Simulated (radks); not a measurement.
Values are calculated unless marked as measured or tabulated.
All-electron atom: Mn6+ in [Ne] 3s2 3p5.75 3d1 4p0.25 (fractional occupations, a model configuration). Level of theory: Dirac Kohn-Sham, PBEsol, spin-unpolarised, spherical densities, finite nucleus; open shells fill j = l - 1/2 first; Fermi nuclear charge, rms radius 3.7057 fm (a radial shooting solver on a logarithmic mesh with Libxc functionals).

Unscreened Slater integrals over Kohn-Sham orbitals (hartree). Large and small components are both included. Empty in this configuration: 3d5/2.

\begin{tabular}{lr}
integral & value \\ \hline
F0(4p1/2,4p1/2) & 0.44753 \\
F0(4p1/2,3d3/2) & 0.56480 \\
G1(4p1/2,3d3/2) & 0.055489 \\
F0(4p1/2,3p3/2) & 0.56677 \\
G2(4p1/2,3p3/2) & 0.050605 \\
F0(4p1/2,3p1/2) & 0.56748 \\
G0(4p1/2,3p1/2) & 0.041890 \\
F0(4p1/2,3d5/2) & 0.56461 \\
G3(4p1/2,3d5/2) & 0.054137 \\
F0(3d3/2,3d3/2) & 1.0711 \\
F2(3d3/2,3d3/2) & 0.52652 \\
F0(3d3/2,3p3/2) & 1.0733 \\
F2(3d3/2,3p3/2) & 0.52617 \\
G1(3d3/2,3p3/2) & 0.63483 \\
G3(3d3/2,3p3/2) & 0.39780 \\
F0(3d3/2,3p1/2) & 1.0777 \\
G1(3d3/2,3p1/2) & 0.63974 \\
F0(3d3/2,3d5/2) & 1.0700 \\
F2(3d3/2,3d5/2) & 0.52609 \\
G2(3d3/2,3d5/2) & 0.52562 \\
G4(3d3/2,3d5/2) & 0.33382 \\
F0(3p3/2,3p3/2) & 1.0856 \\
F2(3p3/2,3p3/2) & 0.54973 \\
F0(3p3/2,3p1/2) & 1.0899 \\
G2(3p3/2,3p1/2) & 0.55140 \\
F0(3p3/2,3d5/2) & 1.0722 \\
F2(3p3/2,3d5/2) & 0.52590 \\
G1(3p3/2,3d5/2) & 0.63495 \\
G3(3p3/2,3d5/2) & 0.39787 \\
F0(3p1/2,3p1/2) & 1.0943 \\
F0(3p1/2,3d5/2) & 1.0766 \\
G3(3p1/2,3d5/2) & 0.40008 \\
F0(3d5/2,3d5/2) & 1.0688 \\
F2(3d5/2,3d5/2) & 0.52566 \\
F4(3d5/2,3d5/2) & 0.33385 \\
\end{tabular}
